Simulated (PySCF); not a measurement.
All of these have the formula C7H6NP. Method used: TDDFT CAM-B3LYP/def2-SVPD, vertical, gas phase, core orbitals frozen in the response (PySCF 2.14.0, density-fitted response routines). Geometries: GFN2-xTB; one conformer of each isolated species. Triplets are in the Tamm–Dancoff approximation.

A. `Cc1ccpcc1C#N`
B. `C=C=Pc1cccnc1`
C. `Cc1cpcc(C#N)c1`

Lowest singlet levels (six at most, fewer where fewer were computed) with oscillator strengths:

1. 290 nm (f 0.003); 270 nm (f 0.212); 267 nm (f 0.001); 251 nm (f 0.004); 247 nm (f 0.002); 238 nm (f 0.086); T1 2.66 eV
2. 273 nm (f 0.039); 246 nm (f 0.100); 241 nm (f 0.010); 230 nm (f 0.009); 211 nm (f 0.511); 200 nm (f 0.366); T1 3.11 eV
3. 270 nm (f 0.015); 245 nm (f 0.016); 243 nm (f 0.050); 227 nm (f 0.004); 214 nm (f 0.481); 203 nm (f 0.457); T1 3.16 eV

Question: Which spectrum belongs to which structure?

Answer: 1 = B, 2 = A, 3 = C.
- A: S1 at 4.53 eV, HOMO→LUMO (42%), HOMO→LUMO+1 (33%), HOMO-1→LUMO (16%); Löwdin shares by element: HOMO carbon 43% or more, phosphorus 28% (atoms not listed hold the other 30%); LUMO carbon 47% or more, phosphorus 19% (atoms not listed hold the other 34%); HOMO -8.57 and LUMO -1.08 eV; point group Cs.
- B: S1 at 4.27 eV, HOMO-1→LUMO (86%); Löwdin shares by element: HOMO carbon 47% or more, phosphorus 23% (atoms not listed hold the other 30%); LUMO carbon 42% or more, phosphorus 26% (atoms not listed hold the other 32%); HOMO -8.02 and LUMO -0.84 eV; point group Cs.
- C: S1 at 4.60 eV, HOMO→LUMO+1 (34%), HOMO-1→LUMO (33%), HOMO→LUMO (24%); Löwdin shares by element: HOMO carbon 47% or more, phosphorus 27% (atoms not listed hold the other 26%); LUMO carbon 46% or more, phosphorus 25% (atoms not listed hold the other 29%); HOMO -8.80 and LUMO -1.14 eV.
A and C have S1 within 0.07 eV of each other; their strongest listed levels stand at 5.87 eV (f 0.511) and 5.79 eV (f 0.481).
